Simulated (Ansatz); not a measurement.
Relaxation of AlBClF2H3O (9 atoms, charge 0, multiplicity 1), to a largest force component of 0.03 eV/Å in at most 50 steps.

The calculation used RKS PBE0/def2-SVP (Ansatz).

```xyz
9
Properties=species:S:1:pos:R:3
B -0.063 -0.257 -0.425
Cl -0.026 -0.446 2.632
F 0.997 0.531 -0.424
F -1.245 0.297 -0.649
O 0.080 -1.609 -0.241
Al -0.874 -3.051 -0.333
H -0.358 -4.231 0.587
H -2.092 -3.101 -1.342
H 0.757 -1.146 1.810
```

Task: Where does it end, and by what steps?

Result: The run converged. After 35 steps the energy has fallen by 0.425 eV; F4 moved furthest, 1.89 Å. Joined: Cl2–Al6 (4.04 → 2.57 Å).

| step | energy less start (eV) | largest force component (eV/Å) | accepted |
| --- | --- | --- | --- |
| 0 | 0.0000 | 1.181 | yes |
| 2 | -0.0404 | 1.074 | no |
| 4 | -0.0653 | 0.623 | yes |
| 6 | -0.0830 | 0.152 | yes |
| 8 | -0.0966 | 0.117 | yes |
| 10 | -0.1306 | 0.515 | yes |
| 12 | -0.2271 | 0.642 | yes |
| 14 | -0.3015 | 0.180 | yes |
| 16 | -0.3174 | 0.352 | yes |
| 18 | -0.3300 | 0.364 | yes |
| 20 | -0.3472 | 0.370 | yes |
| 22 | -0.3710 | 0.236 | yes |
| 24 | -0.3839 | 0.875 | no |
| 26 | -0.4040 | 0.236 | yes |
| 28 | -0.4171 | 0.224 | yes |
| 30 | -0.4222 | 0.240 | yes |
| 32 | -0.4241 | 0.119 | yes |
| 34 | -0.4245 | 0.044 | yes |
| 35 | -0.4246 | 0.028 | yes |

```xyz
9
Properties=species:S:1:pos:R:3
B 0.133 -0.134 -0.861
Cl -0.170 -2.160 2.689
F 0.766 0.987 -0.546
F -0.227 -0.286 -2.131
O -0.130 -1.059 0.065
Al -0.897 -2.656 0.274
H 0.009 -3.889 -0.115
H -2.474 -2.637 0.370
H 0.166 -1.177 1.870
```

Whether the end is a true minimum wasn't checked by a vibrational analysis.

Time of the run: 2 min on 2 threads of Arm Neoverse V2, on a shared host, peak memory 0.24 GiB.
